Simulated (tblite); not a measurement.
Species: C5H5Cl3F (doublet state).
SMILES with atom numbers: `[CH2:1]/[CH:2]=[CH:3]/[C@H:4]([F:5])[C:6]([Cl:7])([Cl:8])[Cl:9]` (hydrogens: H10, H11 on C1; H12 on C2; H13 on C3; H14 on C4)
Bond orders are those of one Lewis drawing.

Computed with GFN2-xTB (tblite), gas phase: L-BFGS steps from a force-field or distance-geometry start until the largest atomic force falls under 0.01 eV/Å.

Step 31: E = -858.4233 eV
```
atom  x, y, z in Å  |  force x, y, z in eV/Å
C1      2.6361    0.6237   -0.0720    0.003   0.013  -0.038
C2      1.5027   -0.1312   -0.2036   -0.018  -0.026   0.031
C3      0.3310    0.1231    0.4748   -0.013  -0.004   0.017
C4     -0.8910   -0.7188    0.3690   -0.035   0.005  -0.009
F5     -0.6773   -1.8396   -0.3882    0.034  -0.009   0.029
C6     -2.0646    0.0586   -0.2711   -0.016   0.040  -0.003
Cl7    -3.5038   -0.9739   -0.4152    0.032  -0.022  -0.017
Cl8    -2.4768    1.4368    0.7663    0.028   0.003  -0.048
Cl9    -1.5989    0.6394   -1.8815   -0.025   0.019   0.051
H10     3.5276    0.3842   -0.6193    0.031  -0.006  -0.015
H11     2.6685    1.4801    0.5779   -0.031   0.001   0.006
H12     1.5233   -0.9909   -0.8587    0.004  -0.017  -0.028
H13     0.2484    0.9744    1.1293    0.005   0.012   0.040
H14    -1.2260   -1.0663    1.3603    0.000  -0.007  -0.016
```

Step 32: E = -858.4238 eV
```
atom  x, y, z in Å  |  force x, y, z in eV/Å
C1      2.6340    0.6252   -0.0748   -0.012   0.018  -0.046
C2      1.5010   -0.1323   -0.2030    0.014  -0.038   0.030
C3      0.3312    0.1177    0.4800    0.005   0.017   0.005
C4     -0.8929   -0.7207    0.3724   -0.008   0.002  -0.010
F5     -0.6814   -1.8435   -0.3819    0.043  -0.018   0.016
C6     -2.0604    0.0604   -0.2722   -0.037   0.021  -0.006
Cl7    -3.5004   -0.9715   -0.4232    0.029  -0.019  -0.024
Cl8    -2.4752    1.4354    0.7652    0.021   0.027  -0.031
Cl9    -1.5880    0.6443   -1.8792   -0.023   0.014   0.046
H10     3.5242    0.3899   -0.6276    0.006  -0.004   0.004
H11     2.6649    1.4838    0.5732   -0.027  -0.018  -0.003
H12     1.5230   -0.9929   -0.8573    0.000  -0.009  -0.026
H13     0.2498    0.9699    1.1334    0.000   0.012   0.048
H14    -1.2304   -1.0661    1.3629   -0.012  -0.006  -0.002
```

**Question.** Estimate the geometry and energy of step 33. (The exact step hangs on the optimiser's Hessian estimate; all steps are aligned on step 32, rigid shifts and turns removed.)

**Answer.** E = -858.4244 eV, largest force 0.057 eV/Å
```
atom  x, y, z in Å  |  force x, y, z in eV/Å
C1      2.6316    0.6269   -0.0784   -0.026   0.015  -0.045
C2      1.4996   -0.1340   -0.2018    0.037  -0.038   0.020
C3      0.3313    0.1130    0.4850    0.021   0.032  -0.004
C4     -0.8948   -0.7225    0.3754    0.023   0.002  -0.004
F5     -0.6842   -1.8475   -0.3756    0.045  -0.017   0.004
C6     -2.0571    0.0623   -0.2732   -0.039  -0.009  -0.005
Cl7    -3.4968   -0.9694   -0.4314    0.018  -0.018  -0.027
Cl8    -2.4732    1.4347    0.7635    0.009   0.051  -0.008
Cl9    -1.5781    0.6491   -1.8760   -0.016   0.013   0.025
H10     3.5211    0.3951   -0.6353   -0.019  -0.001   0.020
H11     2.6609    1.4869    0.5688   -0.022  -0.032  -0.013
H12     1.5226   -0.9949   -0.8566   -0.006   0.002  -0.016
H13     0.2510    0.9659    1.1381   -0.002   0.002   0.045
H14    -1.2346   -1.0661    1.3653   -0.022  -0.002   0.008
```

The energy changes by -0.0006 eV. The first-order estimate −F·Δx gives -0.0008 eV and the mean of the old and new forces, exact on a quadratic surface, -0.0006 eV. The step makes an angle of 78° with the force vector and moves no atom by more than 0.011 Å.

The cost below is that of the whole relaxation. Time: 0.74 s. Hardware: an Arm Neoverse V2 with one thread, on a shared host.
